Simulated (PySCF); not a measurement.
# Gas-phase XPS of `C[O][GaH][CH3]`, computed

Compound: C₂H₇GaO.
Z-matrix (Å and degrees, PBE0-D3(BJ)/def2-SVP geometry), rows numbered from 1:
```
C 
O   1  1.3924
Ga  2  1.7889  1  126.02
C   3  1.9516  2  114.17  1  -179.74
H   1  1.1060  2  110.83  3   115.85
H   1  1.1055  2  110.46  3  -125.73
H   1  1.1088  2  113.61  3    -5.05
H   3  1.5710  2  114.90  1     0.96
H   4  1.0993  3  110.22  2    21.46
H   4  1.1019  3  109.67  2   -97.52
H   4  1.1000  3  111.63  2   143.25
```

Level of theory: PySCF, delta-SCF UKS SCAN, pcX-2 on the ionised atom, pcseg-1 elsewhere, spin-free X2C. Binding energies are ΔSCF values: E(core-ionised, relaxed orbitals) − E(ground state) at a fixed geometry, referred to the vacuum level.

What binding energy does each computed site have?

| atom(s) | bonded to | level | binding energy (eV) | above the level's lowest (eV) | count |
| --- | --- | --- | --- | --- | --- |
| C1 | O and 3 H | C 1s | 291.85 | +1.69 | 1 |
| O2 | C and Ga | O 1s | 537.00 | 0.00 | 1 |
| C4 | 3 H and Ga | C 1s | 290.16 | 0.00 | 1 |

The listed C 1s values span 1.69 eV, from C4 (bonded to 3 H and Ga) to C1 (bonded to O and 3 H). Summing the Pauling electronegativity differences to the bonded atoms, each weighted by its formal bond order, gives -1.79 for the lowest site and -0.16 for the highest.

Which photon wavelength matches the O 1s of O2 (atom 2) threshold?

λ = hc/E = 12398.42 eV Å / 537.00 eV = 23.088 Å.

No level of gallium is listed. The structure is a single PBE0-D3(BJ)/def2-SVP conformer in the gas phase; no vibrational or solvent corrections.
